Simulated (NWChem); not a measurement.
Everything below was run with NWChem. System: morpholine (C$_{4}$H$_{9}$NO), charge 0, spin multiplicity 1, at a geometry optimised with PBE/def2-SVP. Level: BLYP/def2-SVP.

Job file:

```
start mol
memory heap 200 mb stack 900 mb global 1100 mb
geometry units angstroms nocenter noautoz
  C     -0.723756     0.184537     1.203473
  C      0.760791    -0.183609     1.171290
  O      1.391363     0.315436     0.000000
  C      0.760791    -0.183609    -1.171290
  C     -0.723756     0.184537    -1.203473
  N     -1.359883    -0.341699     0.000000
  H     -0.802559     1.301672     1.295757
  H     -1.198391    -0.260956     2.103496
  H      0.857989    -1.297439     1.219593
  H      1.297600     0.256207     2.036291
  H      0.857989    -1.297439    -1.219593
  H      1.297600     0.256207    -2.036291
  H     -1.198391    -0.260956    -2.103496
  H     -0.802559     1.301672    -1.295757
  H     -2.365425    -0.141706     0.000000
  symmetry group Cs
end
basis spherical
  * library def2-svp
end
dft
  xc becke88 lyp
  semidirect memsize 60000000 filesize 0
  iterations 100
end
task dft energy
```

Output (cleaned and shortened):

```
             Northwest Computational Chemistry Package (NWChem) 7.3.0
             --------------------------------------------------------

                                NWChem Input Module
                                -------------------

 Scaling coordinates for geometry "geometry" by  1.889725989
 (inverse scale =  0.529177249)

 Turning off AUTOSYM since
 SYMMETRY directive was detected!

                             Geometry "geometry" -> ""
                             -------------------------

 Output coordinates in angstroms (scale by  1.889725989 to convert to a.u.)

  No.       Tag          Charge          X              Y              Z
 ---- ---------------- ---------- -------------- -------------- --------------
    1 C                    6.0000    -0.72375600     0.18453700     1.20347300
    2 C                    6.0000     0.76079100    -0.18360900     1.17129000
    3 O                    8.0000     1.39136300     0.31543600     0.00000000
    4 C                    6.0000     0.76079100    -0.18360900    -1.17129000
    5 C                    6.0000    -0.72375600     0.18453700    -1.20347300
    6 N                    7.0000    -1.35988300    -0.34169900     0.00000000
    7 H                    1.0000    -0.80255900     1.30167200     1.29575700
    8 H                    1.0000    -1.19839100    -0.26095600     2.10349600
    9 H                    1.0000     0.85798900    -1.29743900     1.21959300
   10 H                    1.0000     1.29760000     0.25620700     2.03629100
   11 H                    1.0000     0.85798900    -1.29743900    -1.21959300
   12 H                    1.0000     1.29760000     0.25620700    -2.03629100
   13 H                    1.0000    -1.19839100    -0.26095600    -2.10349600
   14 H                    1.0000    -0.80255900     1.30167200    -1.29575700
   15 H                    1.0000    -2.36542500    -0.14170600     0.00000000

 Effective nuclear repulsion energy (a.u.)     262.3232532644

            Nuclear Dipole moment (a.u.)
            ----------------------------
        X                 Y               Z
 ---------------- ---------------- ----------------
    -0.0000075589    -0.0000132281     0.0000000000

      Symmetry information
      --------------------

 Group name             Cs
 Group number              2
 Group order               2
 No. of unique centers     9

      Symmetry unique atoms

     1    2    3    6    7    8    9   10   15


 Summary of "ao basis" -> "" (spherical)
 ------------------------------------------------------------------------------
       Tag                 Description            Shells   Functions and Types
 ---------------- ------------------------------  ------  ---------------------
 *                          def2-svp                  on all atoms

                                 NWChem DFT Module
                                 -----------------

 Summary of "ao basis" -> "ao basis" (spherical)
 ------------------------------------------------------------------------------
       Tag                 Description            Shells   Functions and Types
 ---------------- ------------------------------  ------  ---------------------
 C                          def2-svp                 6       14   3s2p1d
 O                          def2-svp                 6       14   3s2p1d
 N                          def2-svp                 6       14   3s2p1d
 H                          def2-svp                 3        5   2s1p

 Summary of "ao basis" -> "ao basis" (spherical)
 ------------------------------------------------------------------------------
       Tag                 Description            Shells   Functions and Types
 ---------------- ------------------------------  ------  ---------------------
 C                          def2-svp                 6       14   3s2p1d
 O                          def2-svp                 6       14   3s2p1d
 N                          def2-svp                 6       14   3s2p1d
 H                          def2-svp                 3        5   2s1p

      Symmetry analysis of basis
      --------------------------

        a'         72
        a"         57

            General Information
            -------------------
          SCF calculation type: DFT
          Wavefunction type:  closed shell.
          No. of atoms     :    15
          No. of electrons :    48
           Alpha electrons :    24
            Beta electrons :    24
          Charge           :     0
          Spin multiplicity:     1
          Use of symmetry is: on ; symmetry adaption is: on
          Maximum number of iterations: 100
          AO basis - number of functions:   129
                     number of shells:    63
          Convergence on energy requested:  1.00D-06
          Convergence on density requested:  1.00D-05
          Convergence on gradient requested:  5.00D-04

              XC Information
              --------------
                    Becke 1988 Exchange Functional  1.000
              Lee-Yang-Parr Correlation Functional  1.000

             Grid Information
             ----------------
          Grid used for XC integration:  medium
          Radial quadrature: Mura-Knowles
          Angular quadrature: Lebedev.
          Tag              B.-S. Rad. Rad. Pts. Rad. Cut. Ang. Pts.
          ---              ---------- --------- --------- ---------
          C                   0.70       49          10.0       434
          O                   0.60       49          10.0       434
          N                   0.65       49          10.0       434
          H                   0.35       45          12.0       434
          Grid pruning is: on
          Number of quadrature shells:   421
          Spatial weights used:  Erf1

          Convergence Information
          -----------------------
          Convergence aids based upon iterative change in
          total energy or number of iterations.
          Levelshifting, if invoked, occurs when the
          HOMO/LUMO gap drops below (HL_TOL):  1.00D-02
          DIIS, if invoked, will attempt to extrapolate
          using up to (NFOCK): 10 stored Fock matrices.

                    Damping( 0%)  Levelshifting(0.5)       DIIS
                  --------------- ------------------- ---------------
          dE  on:    start            ASAP                start
          dE off:    2 iters        100 iters           100 iters

      Screening Tolerance Information
      -------------------------------
          Density screening/tol_rho:  1.00D-10
          AO Gaussian exp screening on grid/accAOfunc:  14
          CD Gaussian exp screening on grid/accCDfunc:  20
          XC Gaussian exp screening on grid/accXCfunc:  20
          Schwarz screening/accCoul:  1.00D-08

      Superposition of Atomic Density Guess
      -------------------------------------

 Sum of atomic energies:        -283.92808865

      Non-variational initial energy
      ------------------------------

 Total energy =    -287.839406
 1-e energy   =    -903.887143
 2-e energy   =     353.724484
 HOMO         =      -0.275409
 LUMO         =       0.100440

      Symmetry analysis of molecular orbitals - initial
      -------------------------------------------------

  Numbering of irreducible representations:

     1 a'          2 a"

  Orbital symmetries:

     1 a'          2 a'          3 a'          4 a"          5 a'
     6 a"          7 a'          8 a'          9 a"         10 a'
    11 a"         12 a'         13 a'         14 a"         15 a'
    16 a"         17 a'         18 a'         19 a"         20 a"
    21 a"         22 a'         23 a'         24 a'         25 a'
    26 a'         27 a'         28 a"         29 a'         30 a'
    31 a"         32 a'         33 a"         34 a"

------------------------------------------------------------
EAF file 0: "./mol.aoints.0" size=524288 bytes
------------------------------------------------------------
               write      read    awrite     aread      wait
               -----      ----    ------     -----      ----
     calls:        1         0         0         0         0
   data(b): 5.24e+05  0.00e+00  0.00e+00  0.00e+00
   time(s): 0.00e+00  0.00e+00  0.00e+00  0.00e+00  0.00e+00
rate(mb/s): 0.00e+00  0.00e+00
------------------------------------------------------------

   convergence    iter        energy       DeltaE   RMS-Dens  Diis-err    time
 ---------------- ----- ----------------- --------- --------- ---------  ------
 d= 0,ls=0.0,diis     1   -287.3585285053 -5.50D+02  1.43D-02  7.75D-01     3.1
 d= 0,ls=0.0,diis     2   -287.3508277435  7.70D-03  6.94D-03  9.71D-01     3.9
 d= 0,ls=0.0,diis     3   -287.4311961545 -8.04D-02  2.33D-03  2.04D-01     4.7
 d= 0,ls=0.0,diis     4   -287.4487823691 -1.76D-02  8.41D-04  9.54D-03     5.5
 d= 0,ls=0.0,diis     5   -287.4497102987 -9.28D-04  2.88D-04  1.32D-03     6.3
  Resetting Diis
 d= 0,ls=0.0,diis     6   -287.4498636464 -1.53D-04  6.38D-05  3.98D-05     7.2
 d= 0,ls=0.0,diis     7   -287.4498673078 -3.66D-06  5.48D-05  1.00D-05     8.0
 d= 0,ls=0.0,diis     8   -287.4498647380  2.57D-06  3.67D-05  3.29D-05     8.8
 d= 0,ls=0.0,diis     9   -287.4498684245 -3.69D-06  3.56D-06  1.42D-07     9.6
 d= 0,ls=0.0,diis    10   -287.4498684400 -1.54D-08  8.46D-07  1.52D-08    10.4

         Total DFT energy =     -287.449868439957
      One electron energy =     -909.239489163778
           Coulomb energy =      399.883038668102
    Exchange-Corr. energy =      -40.416671208720
 Nuclear repulsion energy =      262.323253264440

 Numeric. integr. density =       47.999994020832

     Total iterative time =      9.9s

                  Occupations of the irreducible representations
                  ----------------------------------------------

                     irrep           alpha         beta
                     --------     --------     --------
                     a'               15.0         15.0
                     a"                9.0          9.0

                       DFT Final Molecular Orbital Analysis
                       ------------------------------------

 Vector   22  Occ=2.000000D+00  E=-2.511175D-01  Symmetry=a'
              MO Center=  9.2D-01,  1.2D-01,  3.1D-15, r^2= 2.8D+00
   Bfn.  Coefficient  Atom+Function         Bfn.  Coefficient  Atom+Function
  ----- ------------  ---------------      ----- ------------  ---------------
    33      0.322557   3 O  py               32      0.319640   3 O  px
    35      0.225646   3 O  px               36      0.221279   3 O  py
    18     -0.177855   2 C  px               46     -0.177855   4 C  px
    31      0.165607   3 O  s               100     -0.160966  10 H  s
   110     -0.160966  12 H  s                19     -0.144444   2 C  py

 Vector   23  Occ=2.000000D+00  E=-2.024980D-01  Symmetry=a'
              MO Center=  7.2D-01,  3.2D-02, -2.1D-15, r^2= 2.5D+00
   Bfn.  Coefficient  Atom+Function         Bfn.  Coefficient  Atom+Function
  ----- ------------  ---------------      ----- ------------  ---------------
    33      0.418096   3 O  py               32     -0.344734   3 O  px
    36      0.296109   3 O  py               35     -0.259523   3 O  px
    75     -0.191833   6 N  py                4     -0.175755   1 C  px
    60     -0.175755   5 C  px               73     -0.170913   6 N  s
    95      0.148852   9 H  s               105      0.148852  11 H  s

 Vector   24  Occ=2.000000D+00  E=-1.764190D-01  Symmetry=a'
              MO Center= -9.2D-01, -1.9D-01,  8.9D-16, r^2= 2.4D+00
   Bfn.  Coefficient  Atom+Function         Bfn.  Coefficient  Atom+Function
  ----- ------------  ---------------      ----- ------------  ---------------
    75      0.493671   6 N  py               78     -0.388825   6 N  py
    73      0.223916   6 N  s                86      0.200242   7 H  s
   121      0.200242  14 H  s                85      0.174758   7 H  s
   120      0.174758  14 H  s                32     -0.138814   3 O  px
    72      0.136019   6 N  s                96      0.123854   9 H  s

 Vector   25  Occ=0.000000D+00  E= 2.955997D-02  Symmetry=a'
              MO Center= -1.4D+00,  1.6D-01, -5.5D-14, r^2= 6.7D+00
   Bfn.  Coefficient  Atom+Function         Bfn.  Coefficient  Atom+Function
  ----- ------------  ---------------      ----- ------------  ---------------
   126     -0.942917  15 H  s                 3      0.904554   1 C  s
    59      0.904554   5 C  s                91     -0.663625   8 H  s
   116     -0.663625  13 H  s                73      0.595388   6 N  s
    86     -0.499064   7 H  s               121     -0.499064  14 H  s
   101     -0.434026  10 H  s               111     -0.434026  12 H  s

 Vector   26  Occ=0.000000D+00  E= 5.974230D-02  Symmetry=a'
              MO Center=  1.6D-01, -6.3D-01, -1.2D-13, r^2= 6.8D+00
   Bfn.  Coefficient  Atom+Function         Bfn.  Coefficient  Atom+Function
  ----- ------------  ---------------      ----- ------------  ---------------
    17      1.246256   2 C  s                45      1.246256   4 C  s
    96     -1.019251   9 H  s               106     -1.019251  11 H  s
    86      0.595494   7 H  s               121      0.595494  14 H  s
     3     -0.418946   1 C  s                59     -0.418946   5 C  s
    73     -0.411369   6 N  s                91     -0.385585   8 H  s

 Vector   27  Occ=0.000000D+00  E= 6.580843D-02  Symmetry=a"
              MO Center= -1.1D-01,  5.1D-02,  1.4D-13, r^2= 9.4D+00
   Bfn.  Coefficient  Atom+Function         Bfn.  Coefficient  Atom+Function
  ----- ------------  ---------------      ----- ------------  ---------------
     3      1.203019   1 C  s                59     -1.203019   5 C  s
    91     -0.937198   8 H  s               116      0.937198  13 H  s
    17      0.854130   2 C  s                45     -0.854130   4 C  s
   101     -0.815241  10 H  s               111      0.815241  12 H  s
    86     -0.617261   7 H  s               121      0.617261  14 H  s

 center of mass
 --------------
 x =   0.04403276 y =   0.00301581 z =   0.00000000

 moments of inertia (a.u.)
 ------------------
         368.876487582453         -15.192612035717           0.000000000000
         -15.192612035717         676.112363500287          -0.000000000000
           0.000000000000          -0.000000000000         392.589304400334

     Multipole analysis of the density
     ---------------------------------

     L   x y z        total         alpha         beta         nuclear
     -   - - -        -----         -----         ----         -------
     0   0 0 0     -0.000000    -24.000000    -24.000000     48.000000

     1   1 0 0     -0.608149     -0.304071     -0.304071     -0.000008
     1   0 1 0      0.028515      0.014264      0.014264     -0.000013
     1   0 0 1     -0.000000     -0.000000     -0.000000      0.000000

     2   2 0 0    -28.222754   -114.563898   -114.563898    200.905042
     2   1 1 0     -1.438236     -2.137995     -2.137995      2.837755
     2   1 0 1      0.000000      0.000000      0.000000      0.000000
     2   0 2 0    -29.736353    -31.776196    -31.776196     33.816040
     2   0 1 1     -0.000000     -0.000000     -0.000000      0.000000
     2   0 0 2    -25.593911   -115.140712   -115.140712    204.687513

 Task  times  cpu:       10.4s     wall:       10.4s

 Total times  cpu:       10.5s     wall:       10.5s
```
